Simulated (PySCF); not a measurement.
- shieldings: GIAO PBE0/pcSseg-1
- GFN2-xTB structure
- code: PySCF 2.14.0 with density-fitted response routines
- single conformer, non-relativistic Hamiltonian, isolated molecule, fast rotation and ring inversion assumed for equivalent nuclei

Shifts are taken against calculated references (same method and geometry level): ¹H (σref 31.72), ¹³C (σref 186.93) vs TMS. Shifts are as computed. Against solution values, carbons near 30 ppm lie about +3 ppm off and those near 130 ppm about +5 ppm. Of 1211 compounds with measured shifts, 218 miss one by over three times the rms of a fit or turn the order of signals round; such compounds aren't used in these exercises.

Problem. Order these molecules by the shift of their most shielded carbon-bound hydrogen, lowest δ first.
A. C=Cc1pcnn1C(C)C
B. O=C[Si]([SiH3])([SiH3])[SiH2]O[SiH3]
C. C=N[Si@H]([SiH3])OC(=O)[SiH3]
D. C[Si@H](P)O[SiH3]

Solution. D (0.37 ppm, hydrogen on a methyl carbon bonded to Si), A (1.55 ppm, hydrogen on a methyl carbon), C (8.72 ppm, hydrogen on a C=N carbon), B (12.31 ppm, hydrogen on a carbonyl carbon).

Problem. Order these molecules by the shift of their most deshielded carbon-bound hydrogen, lowest δ first.
A. O=C[Si]([SiH3])([SiH3])[SiH2]O[SiH3]
B. C=Cc1pcnn1C(C)C
C. C[Si@H](P)O[SiH3]

Solution. C (0.37 ppm, hydrogen on a methyl carbon bonded to Si), B (8.71 ppm, hydrogen on an aromatic CH next to a ring nitrogen), A (12.31 ppm, hydrogen on a carbonyl carbon).

Problem. How many ¹³C and ¹H signals does each give (equivalence by symmetry and fast rotation, but not about amide C–N or C=N bonds)? `C[Si@H](P)O[SiH3]`, `O=C[Si]([SiH3])([SiH3])[SiH2]O[SiH3]`, `C=N[Si@H]([SiH3])OC(=O)[SiH3]`, `C=Cc1pcnn1C(C)C`

Solution. C[Si@H](P)O[SiH3]: 1 C, 4 H; O=C[Si]([SiH3])([SiH3])[SiH2]O[SiH3]: 1 C, 4 H; C=N[Si@H]([SiH3])OC(=O)[SiH3]: 2 C, 5 H; C=Cc1pcnn1C(C)C: 6 C, 6 H.
